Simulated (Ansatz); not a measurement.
Basis-set extrapolation for Cl3H3SSi2 (`Cl[SiH2]S[SiH](Cl)Cl`) (PBE0-D4/def2-TZVP geometry, frozen core, the Gaussian-basis code of Ansatz). Multiplicity 1, RHF reference.

|  | def2-TZVPP | def2-QZVPP |
| --- | --- | --- |
| HF | -2355.936842 | -2356.004135 |
| MP2 correlation | -0.977856 | -1.073621 |
| CCSD(T) correlation | -1.104109 | not run |

Energies in hartree. Use E(X) = E(∞) + A·exp(−7.88·√X) for Hartree–Fock and E(X) = E(∞) + B·X^(−2.97) for correlation, with X = 3 and 4, and add CCSD(T) minus MP2 of the smaller set to the MP2 limit.

**Question.** What is the CCSD(T) energy at the basis-set limit?

**Answer.** HF limit: -2356.004135 + (-0.067293) × 0.13774 = -2356.01340. MP2 limit: -1.073621 + (-0.095765) × 0.74074 = -1.14456. Higher-order term: -1.104109 − (-0.977856) = -0.12625. Total: -2357.28421 hartree, 6.62 eV below CCSD(T)/def2-TZVPP.
